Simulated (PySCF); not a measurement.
Method used: delta-SCF UKS SCAN, pcX-2 on the ionised atom, pcseg-1 elsewhere, spin-free X2C in PySCF 2.14.0. Geometries: PBE0-D3(BJ)/def2-SVP; isolated species, one conformer each. Values against the vacuum level.

Question: Order these sites by rising C 1s binding energy.
A. Carbon in `B1OCCO1`
B. C5 in `[BH3-:1][O+:2]1[CH2:3][CH2:4][CH2:5][C@H:6]1[CH2:7][CH3:8]`
C. C1 in `[CH3:1][O+:2]([CH3:3])[BH2-:4][CH:5]1[CH2:6][CH2:7][CH2:8]1`
D. C3 in `[CH2:1]1[CH2:2][CH2:3][C@H:4]2[O:5][C@H:6]2[CH2:7]1`

Answer: D (290.65 eV), B (291.27 eV), A (292.72 eV), C (292.99 eV).

From the lowest up, the atoms are bonded to: 2 C and 2 H (290.65); 2 C and 2 H (291.27); O, C and 2 H (292.72); O and 3 H (292.99).

Question: Rank by computed O 1s binding energy, lowest first.
A. Oxygen in `B1OCCO1`
B. Oxygen in `C[O+](C)[BH2-]C1CCC1`
C. Oxygen in `[GeH3][O][SiH2][SeH]`
D. Oxygen in `CO[SiH2]Br`
E. Oxygen in `[BH3-][O+]1CCC[C@H]1CC`

Answer: C (537.42 eV), D (538.44 eV), A (538.86 eV), E (539.66 eV), B (540.35 eV).

The highest is bonded to 2 C and B, the lowest to Ge and Si; the range is 2.93 eV.
